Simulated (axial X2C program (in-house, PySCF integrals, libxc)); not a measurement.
**CoAu⁺: from the spin-free to the two-component result**

All values were computed with an in-house relativistic program for diatomic molecules. Spin-free means the one-electron spin-free X2C Hamiltonian; two-component (2c) means X2C with spin–orbit coupling and atomic mean-field two-electron Coulomb and Gaunt terms, so the difference of the two also holds small scalar two-electron terms. Basis: Au dyall-v3z [13s14p9d6f2g], Co dyall-v3z [9s10p6d3f2g] (cores contracted in-house); Gaussian nuclei, density fitting, unrestricted open shells. Masses: Au 196.967 u, Co 58.933 u.

Spin-free state: M_S = 3/2, Λ = 3 (beyond evenly filled blocks: σα, π+α, π+β, π-α, δ+α, δ+β, δ-α); fragments Au + Co+.

```json
{"level": "HF", "Re (Å)": "2.565", "ωe (cm⁻¹)": "161.2", "De (eV)": "n/a", "μ (D)": "5.40"}
{"level": "BP86", "Re (Å)": "2.287", "ωe (cm⁻¹)": "267.6", "De (eV)": "2.526", "μ (D)": "5.32"}
```

Dipoles are positive if Co is the positive end and refer to the centre of mass.

Two-component determinant lowest at the distance of the search:

Ω = 7/2 (⟨Sz⟩ = 1.50, ⟨Lz⟩ = 2.00 at HF); fragments Au+ + Co for HF; Au + Co+ for BP86.

| level | Re (Å) | ωe (cm⁻¹) | μ (D) |
| --- | --- | --- | --- |
| HF | 2.554 | 161.1 | 5.50 |
| BP86 | 2.289 | 272.8 | 5.20 |

From the two tables, how do the constants change at the HF level (2c against spin-free)?

At the HF level Re drops by 0.011 Å and ωe is unchanged to within 0.2 cm⁻¹. The two determinants differ in configuration, so these shifts compare two states and are not the spin–orbit effect on one state.

The state is one determinant whose occupation by symmetry is held fixed; it was picked as the lowest of a PBE0 search that is not exhaustive. De is counted from the lowest determinant-based energies of the atoms at the same level, without counterpoise correction. De is not given where an atomic determinant may have missed its ground term or J level, or where the truncated virtual space spoils (T). Density functionals use the spin component along the axis (collinear). Other states lie close and PBE0, whose exact exchange favours high spin, may order them wrongly; the determinant shown need not be the ground state. The nearest other spin-free determinant of the search, M_S = 3/2, Λ = 0, lies 0.012 eV up at the distance of the search. The functionals have no current-density term, which raises determinants with orbital currents, atoms included. With several unpaired electrons one determinant need not be a pure state. At some level and bond length an empty orbital lies below a filled one. The determinant is spin-polarised beyond a pure state at some levels (its spin-free form has ⟨S²⟩ too high), which makes Re and μ there less reliable.
